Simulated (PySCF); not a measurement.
What binds SnO: the parts of the energy along the bond

State: ¹Σ⁺, singlet, closed shell. RHF-based CCSD(T) in PySCF 2.14 with Sn cc-pwCVDZ-PP with ECP28, O aug-cc-pVDZ and Sn cc-pwCVTZ-PP with ECP28, O aug-cc-pVTZ (frozen core orbitals: 5; scalar-relativistic core potentials). Correlation energies are extrapolated as n⁻³ (n = 2, 3), Hartree–Fock as (n+1)·exp(−9√n). CV is the change on freezing 4 orbitals instead, in Sn cc-pwCVTZ-PP with ECP28, O cc-pwCVTZ. All energies in eV from Sn + O.

```json
{"R (Å)": "1.6137", "HF/CBS": "-0.879", "CCSD corr.": "-3.217", "(T)": "-0.4130", "CV": "-0.0171", "total": "-4.525"}
{"R (Å)": "1.6871", "HF/CBS": "-1.557", "CCSD corr.": "-3.273", "(T)": "-0.4539", "CV": "-0.0140", "total": "-5.298"}
{"R (Å)": "1.7604", "HF/CBS": "-1.810", "CCSD corr.": "-3.347", "(T)": "-0.5011", "CV": "-0.0115", "total": "-5.670"}
{"R (Å)": "1.8338", "HF/CBS": "-1.767", "CCSD corr.": "-3.433", "(T)": "-0.5550", "CV": "-0.0097", "total": "-5.765"}
{"R (Å)": "1.9071", "HF/CBS": "-1.520", "CCSD corr.": "-3.527", "(T)": "-0.6154", "CV": "-0.0083", "total": "-5.671"}
{"R (Å)": "1.9988", "HF/CBS": "-1.025", "CCSD corr.": "-3.652", "(T)": "-0.7003", "CV": "-0.0071", "total": "-5.384"}
{"R (Å)": "2.0905", "HF/CBS": "-0.409", "CCSD corr.": "-3.778", "(T)": "-0.7951", "CV": "-0.0065", "total": "-4.988"}
```

A fit to the total gives Re = 1.8291 Å, De = 5.765 eV, ωe = 827.6 cm⁻¹, Be = 0.3570 cm⁻¹ (masses 119.9022 and 15.9949 u).

**Question.** At R = 1.8338 Å the CCSD correlation energy is -0.553027 hartree in the smaller basis and -0.763474 in the larger. Extrapolate it.

**Answer.** (3³·E3 − 2³·E2)/(3³ − 2³) = -0.85208 hartree; the larger basis holds 89.6 % of it.

The T1 diagnostic is 0.034, large enough to doubt a single reference. The open-shell atoms are computed with UHF. Spin–orbit coupling, excitations beyond (T) and corrections to the Born–Oppenheimer picture are left out, and spin–orbit coupling matters for open p, d or f shells this heavy.
